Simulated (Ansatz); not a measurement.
`CCCNCCC`. The species carries charge 0 and has multiplicity 1. Geometry: relaxed with PBE0-D4/def2-TZVP. It is one conformer, not always the lowest.

```xyz
22

C    -0.163    2.948   -0.571
C    -0.346    1.842   -1.596
C    -0.963    0.580   -1.018
N    -0.108   -0.022   -0.017
C    -0.662   -1.226    0.564
C     0.249   -1.825    1.620
C     1.590   -2.292    1.077
H     0.310    3.827   -1.014
H     0.454    2.606    0.262
H    -1.128    3.259   -0.159
H     0.621    1.589   -2.049
H    -0.980    2.192   -2.417
H    -1.917    0.829   -0.538
H    -1.204   -0.121   -1.838
H     0.792   -0.228   -0.434
H    -1.621   -0.961    1.024
H    -0.888   -1.995   -0.200
H     0.407   -1.083    2.409
H    -0.271   -2.672    2.079
H     2.194   -1.458    0.711
H     2.177   -2.792    1.851
H     1.458   -3.000    0.253
```

Task: What is the dipole moment at PBE/def2-TZVPP? (Estimate.)

Result: Ansatz gave: 0.76 D, with components (0.08, -0.59, -0.48) D in this frame, pointing from negative to positive charge.

Task: And with r2SCAN, B3LYP, ωB97M-V? (Estimate.)

Result: Computed: r2SCAN 0.78 D, B3LYP 0.81 D, ωB97M-V 0.84 D.

Task: Give the Mulliken charges with PBE, r2SCAN, B3LYP in def2-TZVPP. (An estimate is asked.)

Result: Ansatz gave: 
```json
{"atom": "C1", "PBE": "-0.24", "r2SCAN": "-0.13", "B3LYP": "-0.23"}
{"atom": "C2", "PBE": "-0.10", "r2SCAN": "-0.01", "B3LYP": "-0.10"}
{"atom": "C3", "PBE": "-0.03", "r2SCAN": "0.06", "B3LYP": "-0.01"}
{"atom": "N4", "PBE": "-0.22", "r2SCAN": "-0.27", "B3LYP": "-0.25"}
{"atom": "C5", "PBE": "-0.03", "r2SCAN": "0.06", "B3LYP": "-0.02"}
{"atom": "C6", "PBE": "-0.10", "r2SCAN": "-0.01", "B3LYP": "-0.09"}
{"atom": "C7", "PBE": "-0.26", "r2SCAN": "-0.16", "B3LYP": "-0.26"}
{"atom": "H8", "PBE": "0.08", "r2SCAN": "0.04", "B3LYP": "0.08"}
{"atom": "H9", "PBE": "0.08", "r2SCAN": "0.05", "B3LYP": "0.08"}
{"atom": "H10", "PBE": "0.07", "r2SCAN": "0.03", "B3LYP": "0.06"}
{"atom": "H11", "PBE": "0.05", "r2SCAN": "0.00", "B3LYP": "0.04"}
{"atom": "H12", "PBE": "0.06", "r2SCAN": "0.01", "B3LYP": "0.06"}
{"atom": "H13", "PBE": "0.05", "r2SCAN": "0.02", "B3LYP": "0.06"}
{"atom": "H14", "PBE": "0.05", "r2SCAN": "0.01", "B3LYP": "0.05"}
{"atom": "H15", "PBE": "0.10", "r2SCAN": "0.11", "B3LYP": "0.10"}
{"atom": "H16", "PBE": "0.06", "r2SCAN": "0.03", "B3LYP": "0.07"}
{"atom": "H17", "PBE": "0.04", "r2SCAN": "0.01", "B3LYP": "0.04"}
{"atom": "H18", "PBE": "0.06", "r2SCAN": "0.02", "B3LYP": "0.06"}
{"atom": "H19", "PBE": "0.06", "r2SCAN": "0.01", "B3LYP": "0.05"}
{"atom": "H20", "PBE": "0.07", "r2SCAN": "0.04", "B3LYP": "0.07"}
{"atom": "H21", "PBE": "0.08", "r2SCAN": "0.04", "B3LYP": "0.08"}
{"atom": "H22", "PBE": "0.08", "r2SCAN": "0.04", "B3LYP": "0.07"}
```

B3LYP here is the variant with VWN-RPA as its local correlation; programs differ in this.
